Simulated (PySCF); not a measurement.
# Electronic structure of Ar⁺ (argon, charge +1) at the UHF level

Configuration: [Ne] 3s2 3p5, 2P determinant. Computed with PySCF 2.14 in aug-cc-pV(D+d)Z (5s4p3d, 32 functions), with the non-relativistic Hamiltonian (point nucleus).

```
Total energy                                                  : -526.261706 hartree
One-electron energy                                           : -719.4232 hartree
Hartree (Coulomb) energy                                      : 223.0100 hartree
Exchange energy                                               : -29.8485 hartree
Kinetic energy                                                : 526.24799 hartree
⟨S²⟩                                                          : 0.7570
⟨L²⟩                                                          : 2.022
Sum of ⟨r⟩                                                    : 13.83 bohr
Sum of ⟨r²⟩                                                   : 20.33 bohr²
Traceless quadrupole moment −½Σ⟨3z² − r²⟩ along its main axis : 1.23 e·bohr²
Density at the nucleus (Gaussians lack the cusp)              : 3740 bohr⁻³
Spin density at the nucleus                                   : 0.230 bohr⁻³
Langevin diamagnetic susceptibility                           : -16.1 ×10⁻⁶ cm³/mol
Time after the integrals                                      : 0.13 s of wall time on 1 thread of Neoverse-N1 (shared host)
```

```
shell  electrons  mean orbital energy (hartree)  spread (hartree)  rms radius, mean of both spins (bohr)
 1s α          1                     -119.14045                 0                                 0.0998
 1s β          1                     -119.12565                 0                                 0.0998
 2s α          1                      -12.84213                 0                                  0.448
 2s β          1                      -12.82767                 0                                  0.448
 2p α          3                      -10.09482           0.03234                                  0.418
 2p β          3                      -10.06921           0.02161                                  0.418
 3s α          1                       -1.78511                 0                                   1.49
 3s β          1                       -1.64465                 0                                   1.49
 3p α          3                       -1.07154           0.08804                                   1.70
 3p β          2                       -1.01394                 0                                   1.70
```
